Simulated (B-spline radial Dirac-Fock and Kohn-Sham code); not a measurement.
## Binding energies of Sc at several levels of theory

System: the free scandium atom, [Ar] 3d1 4s1 4p1 (not the ground configuration).

The density-functional columns are spherical, spin-unpolarised Dirac-Kohn-Sham results without Breit or QED terms: −ε is minus the orbital energy of the initial state and ΔSCF the difference of two total energies. The reference in the last column comes from Dirac-Fock (average of configuration) total-energy differences with a finite nucleus, the Breit interaction including its frequency dependence, and self-energy and vacuum-polarisation corrections. All numbers are from a radial B-spline solver, in eV; a selection of levels is shown.

| level | LDA −ε | LDA ΔSCF | Dirac-Fock |
| --- | --- | --- | --- |
| K | 4385.8 | 4507.7 | 4501.1 |
| L1 | 474.1 | 494.9 | 511.6 |
| L2 | 392.3 | 416.4 | 416.1 |
| L3 | 387.7 | 411.5 | 411.7 |
| M2 | 35.20 | 41.72 | 40.94 |
| M3 | 34.68 | 41.17 | 40.44 |
| M4,5 | 4.58 | 9.72 | 8.37 |
| N1 | 5.01 | 7.72 | 6.88 |
| N2,3 | 2.09 | 4.22 | 3.65 |

Values without a named source are computed, but for edge energies of neutral atoms, which are taken from tables.
